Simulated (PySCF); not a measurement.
Computed IR spectrum (relative IR intensity) of a molecule GeH6OSi. Geometry: PBE-D3(BJ)/def2-SVP. The values are those of a single conformer. All values below come from PBE-D3(BJ)/def2-SVP run with PySCF. Frequencies are harmonic and unscaled.

```
ν (cm⁻¹)  relative intensity
--------  ------------------
234                       38
338                      4.2
444                      2.6
702                       13
751                      100
793                       23
844                      9.1
852                      7.2
871                       45
885                       16
914                       24
2056                      23
2071                      32
2080                      25
2121                      45
2188                      30
3763                      22
```

Which molecule gave these data?
A. [SiH3][O][GeH3]
B. [OH][GeH2][SiH3]
C. O[SiH2][GeH3]

C, O[SiH2][GeH3]
